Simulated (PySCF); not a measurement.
C6H8N (doublet state).
Z-matrix (Å and degrees, GFN2-xTB geometry), rows numbered from 1:
```
C 
C   1  1.3227
C   2  1.4823  1  126.21
C   3  1.4465  2  114.57  1   179.95
N   4  1.2418  3  129.32  2   179.81
C   3  1.5280  2  118.81  1   -33.59
C   6  1.4798  3   61.03  2   107.80
H   1  1.0761  2  121.33  3   179.97
H   1  1.0775  2  122.90  3     0.04
H   2  1.0825  1  119.69  3   179.98
H   5  1.0126  4  120.18  3   179.95
H   6  1.0792  3  116.47  7   109.11
H   6  1.0795  3  116.57  7  -110.48
H   7  1.0793  3  116.48  6  -109.08
H   7  1.0795  3  116.56  6   110.50
```

The hyperfine couplings belong to this conformer and change with its torsions.

As a line formula: `[H]/N=[C]/C1(CC1)C=C` [radical].

Computed with UKS B3LYP, pcH-1 on C H N, non-relativistic, mean-field spin-orbit, GIAO (PySCF). One conformer (not necessarily the lowest) at the GFN2-xTB geometry, without solvent, vibrations or thermal averaging. Couplings are sensitive to structure, and on GFN2-xTB geometries they can be far from those on DFT ones. Stability of the SCF solution: not tested.

Question: Break the g tensor into its mass correction, gauge correction and orbital-Zeeman/spin–orbit terms.

Answer: 
```
                    Δg (ppm)      1     2     3
relativistic mass correction   -177  -177  -177
            gauge correction     30    12   -44
   orbital Zeeman/spin–orbit  -3237    -3   978
                       total  -3384  -167   757
```

So g = 1.99894, 2.00215, 2.00308 and g_iso = 2.00139; the tensor is rhombic: the two nearest values differ by 22 % of g3 − g1. 

Question: Average each term over the three axes. Which is largest in size?

Answer: The orbital-Zeeman/spin–orbit term -754, the mass correction -177 and the gauge correction -1 ppm, for a total of -931 ppm. The orbital-Zeeman/spin–orbit term is the largest in size. The mass correction is the same along every axis, so the anisotropy comes from the other two: their spans along these axes are 74 (gauge) and 4215 ppm (orbital Zeeman/spin–orbit).

Question: What effective moment and Curie constant follow for a powder?

Answer: With the mean of g² = 4.0056 and S(S+1) = 0.75: μ_eff = √(⟨g²⟩S(S+1)) = 1.733 μB and χT = 0.12505·⟨g²⟩·S(S+1) = 0.376 cm³ K/mol (cgs; spin-Hamiltonian part alone).

Question: In a frozen sample, at which fields do the three g values resonate at 9.5, 34, 94 and 263 GHz (hyperfine left aside), and which band first spreads them over more than twice a line width of 0.5 mT?

Answer: 
| band | GHz | B(g3) mT | B(g2) mT | B(g1) mT | spread mT |
| --- | --- | --- | --- | --- | --- |
| X | 9.5 | 338.86 | 339.01 | 339.56 | 0.70 |
| Q | 34.0 | 1212.75 | 1213.31 | 1215.26 | 2.51 |
| W | 94.0 | 3352.89 | 3354.43 | 3359.83 | 6.95 |
| J | 263.0 | 9380.95 | 9385.28 | 9400.38 | 19.43 |

The spread grows in proportion to the frequency. Q band is the first where it exceeds 1.0 mT.

The largest Mulliken spin populations are on C4 (+0.73) and N5 (+0.16).

The HOMO–LUMO gaps are 4.77 eV among the α and 4.92 eV among the β orbitals.

On an Intel Xeon at 2.60 GHz with one thread, shared host with 128 logical CPUs at a one-minute load of 16, this took 46 s wall (with the writing of density and orbital grids) and 1.0 GiB of memory at its peak.
